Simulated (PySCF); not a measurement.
# Static response to an electric field

Species: C₁₀H₈S.
Geometry (PBE0-D3(BJ)/def2-SVP, Å), atoms numbered from 1 in this order:
```
atom  x, y, z in Å
C1    -3.244    0.545   -0.204
C2    -2.517    1.222    0.772
C3    -1.128    1.151    0.789
C4    -0.428    0.401   -0.170
C5     1.035    0.320   -0.158
C6     1.868   -0.402   -0.988
C7     3.245   -0.240   -0.685
C8     3.453    0.604    0.374
S9     1.975    1.204    1.003
C10   -1.175   -0.276   -1.148
C11   -2.564   -0.205   -1.164
H12   -4.335    0.600   -0.219
H13   -3.035    1.814    1.531
H14   -0.575    1.687    1.565
H15    1.501   -1.037   -1.795
H16    4.051   -0.732   -1.230
H17    4.399    0.908    0.819
H18   -0.663   -0.865   -1.911
H19   -3.121   -0.741   -1.936
```

Level: CAM-B3LYP/def2-SVPD (PySCF), static field, nuclei fixed, core orbitals frozen in the response. The polarisability tensor in these axes (au):

```
x   200.54  -5.18   3.18
y    -5.18  97.71  30.12
z     3.18  30.12 113.46
```

Task: What are the eigenvalues, a third of the trace, and Δα (Δα² = ½Σ(αi − αj)² over the three pairs)?

Result: Principal values 74.16, 136.72 and 200.84 au; mean 137.24 au = 20.34 Å³ = 22.63 × 10⁻⁴⁰ C²·m²/J; Δα = 109.71 au (80 % of the mean).

Task: What is the dipole moment, and where does it point?

Result: (0.07, -0.34, -0.41) D, 0.54 D in size, pointing from the negative to the positive side. Measured along this direction, the outermost atoms are H13 at the negative end and H15 at the positive end.

Task: Orientational against electronic polarisability at 400 K (dilute gas, rigid molecules)?

Result: In Gaussian units μ²/3kT = 1.73 Å³ against 20.34 Å³, a ratio of 0.09; the Debye molar polarisation (4π/3)N_A(α + μ²/3kT) is 55.7 cm³/mol, leaving out the vibrational part.

Task: In TDDFT the mean static polarisability is Σ f/ω² over all singlet excitations (ω in hartree). How much of it do the 10 lowest give? Their energies (eV) and oscillator strengths: 4.42, 0.4198; 4.94, 0.0012; 5.42, 0.0539; 5.88, 0.0581; 5.92, 0.0020; 6.17, 0.0001; 6.24, 0.0667; 6.51, 0.0078; 6.53, 0.0865; 6.63, 0.0096.

Result: They add up to 21.67 au, 15.8 % of the 137.24 au; the largest single term is 15.92 au, from the state at 4.42 eV. Terms in order: 15.92, 0.04, 1.36, 1.24, 0.04, 0.00, 1.27, 0.14, 1.50, 0.16 au. Higher excitations give the rest. The strengths listed sum to 0.706.

Task: What depolarisation ratio follows for Rayleigh scattering of linearly polarised light, taking the static tensor?

Result: ρ = 3Δα²/(45ᾱ² + 4Δα²) = 36107.7/(847548 + 48143.6) = 0.0403.

One conformer (not necessarily the lowest) at the PBE0-D3(BJ)/def2-SVP geometry, without solvent, vibrations or thermal averaging.

The run behind these numbers computed excited states as well. The run took 71 s wall, 2.6 min CPU (with the writing of density and orbital grids) on 2 threads of an Intel Xeon Platinum 8488C, no GPU (shared host), and the process peaked at 1.9 GiB of memory.
